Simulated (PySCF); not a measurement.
Compound: beryllium trimer, Be₃.
Z-matrix (Å and degrees, PBE0-D3(BJ)/def2-SVP geometry), rows numbered from 1:
```
Be
Be  1  2.2137
Be  2  2.2129  1   60.05
```

All values: B3LYP/def2-SVPD (PySCF, non-relativistic), on one gas-phase PBE0-D3(BJ)/def2-SVP geometry that isn't relaxed in the solvent. The solvent is an IEF-PCM continuum (cavity from Bondi-type radii × 1.2), and excitations are vertical TDDFT with non-equilibrium linear response and a frozen core. Specific hydrogen bonds and non-electrostatic terms are outside this model.

Gas-phase singlets (H = HOMO, L = LUMO):

| state | E (eV) | λ (nm) | f | leading configuration |
| --- | --- | --- | --- | --- |
| S1 | 1.420 | 873 | 0.000 | H→L 100% |
| S2 | 1.424 | 871 | 0.000 | H-1→L 100% |
| S3 | 1.775 | 698 | 0.040 | H→L+1 86% |
| S4 | 1.780 | 697 | 0.040 | H-1→L+1 86% |
| S5 | 2.739 | 453 | 0.000 | H→L+2 50% |

Question: Give the list for dichloromethane (ε = 8.93), n² = 2.03.

Answer: 
```
state  E (eV)  λ (nm)      f  leading configuration  change by rank (eV)
   S1   1.436     863  0.000               H→L 100%               +0.016
   S2   1.440     861  0.000             H-1→L 100%               +0.016
   S3   1.766     702  0.079              H→L+1 91%               -0.009
   S4   1.770     701  0.079            H-1→L+1 91%               -0.010
   S5   2.603     476  0.000              H→L+2 50%               -0.136
```

Question: How do the frontier levels move from gas to dichloromethane?

Answer: 
```json
{"orbital": "LUMO+2", "gas (eV)": "-1.79", "solvent (eV)": "-1.31", "change (eV)": "+0.48"}
{"orbital": "LUMO+1", "gas (eV)": "-2.81", "solvent (eV)": "-2.25", "change (eV)": "+0.56"}
{"orbital": "LUMO", "gas (eV)": "-3.06", "solvent (eV)": "-2.45", "change (eV)": "+0.61"}
{"orbital": "HOMO", "gas (eV)": "-5.38", "solvent (eV)": "-4.92", "change (eV)": "+0.46"}
{"orbital": "HOMO-1", "gas (eV)": "-5.39", "solvent (eV)": "-4.92", "change (eV)": "+0.47"}
{"orbital": "HOMO-2", "gas (eV)": "-9.75", "solvent (eV)": "-9.18", "change (eV)": "+0.57"}
{"orbital": "HOMO-3", "gas (eV)": "-110.72", "solvent (eV)": "-110.24", "change (eV)": "+0.48"}
```

The HOMO–LUMO gap goes from 2.32 to 2.47 eV.
